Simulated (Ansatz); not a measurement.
B(NH3)F3 (BNF₃H₃). The state is a singlet with charge 0. Geometry r2SCAN-D4/def2-SVP, basis def2-TZVP, Ansatz.

```csv
run,HOMO (eV),LUMO (eV)
A,-9.82,-0.55
B,-8.05,-1.12
C,-8.09,-1.03
D,-15.11,2.37
E,-8.34,-1.11
F,-12.80,1.22
```

HSE06 is defined as in plane-wave codes, on full-range PBE exchange.

Q: The runs used BLYP, HF, HSE06, LDA (SPW92), PBE, ωB97M-V. Estimate which is which.

A: A HSE06 (range-separated); B BLYP (0 % exact exchange); C PBE (0 % exact exchange); D HF (100 % exact exchange); E LDA (SPW92) (0 % exact exchange); F ωB97M-V (range-separated). Exact exchange lowers occupied and raises empty levels; among semilocal functionals meta-GGAs tend to open the gap a little, and such runs are hard to tell apart. The gap grows from 6.93 eV (BLYP) to 17.48 eV (HF).
